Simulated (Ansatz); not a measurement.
`[OH][Hf]([F])([F])[F]`, relaxed with RKS PBE-D4/def2-SVP in Ansatz 0.2.0 from a rough embedded geometry. The force threshold is 0.03 eV/Å; the program also tests the step.

Charge 0, multiplicity 1. Hf takes the def2 core potential.

Start:

```xyz
6

O    -0.224    0.338   -1.649
Hf    0.229    0.246    0.674
F     1.552   -1.661    0.840
F     0.761    1.838    0.280
F    -1.996   -0.187    1.231
H    -0.323   -0.574   -1.376
```

Question: How much energy does the relaxation release, and in how many steps? (Estimate.)

Answer: The calculation gave: 537.12 kJ/mol, in 9 steps.

Question: Which bonds change most? (An estimate is asked.)

Answer: The calculation gave: O1–Hf2 from 2.369 to 1.917 Å; Hf2–F5 from 2.334 to 1.924 Å; Hf2–F3 from 2.327 to 1.924 Å; Hf2–F4 from 1.724 to 1.924 Å.

Question: Give the relaxed structure. (Estimate.)

Answer: Computed: 
```xyz
6

O    -0.264   -0.261   -1.397
Hf    0.085    0.089    0.454
F     1.337   -1.200    1.141
F     0.826    1.852    0.662
F    -1.547   -0.028    1.466
H    -0.436   -0.452   -2.327
```
